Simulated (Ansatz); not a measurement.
Program: Ansatz. Geometries: PBE0-D4/def2-TZVP. ΔE: electronic, gas phase. CCSD(T)/CBS adds triple-zeta CCSD(T) − MP2 to the extrapolated MP2 energy (def2 sets, frozen cores). This one scheme is used for every species. DFT in def2-TZVPP. Elements past krypton have def2 core potentials. For Te outer-core shells are correlated without core-valence functions, which leaves a few kJ/mol of doubt a bond. Each species was taken in one conformer, which may not be the lowest.

`OC[SiH2]CCl` + H₂Te → `ClC[SiH2][TeH]` + CH₃OH  (ligand exchange at the Si–C bond)

| level | ΔE (kcal/mol) |
| --- | --- |
| PBE0 | -19.2 |
| CCSD/def2-TZVPP | -17.9 |

(1) What does CCSD(T)/CBS give? (An estimate is asked.)

Largest T1 diagnostic among the species: 0.010.

Results:

(1) Computed: -19.6 kcal/mol. The listed levels differ from it by 0.4, 1.7 kcal/mol.

From PBE to PBE0 (25 % exact exchange), in def2-TZVPP and without D4, ΔE moves by −0.8 kcal/mol.
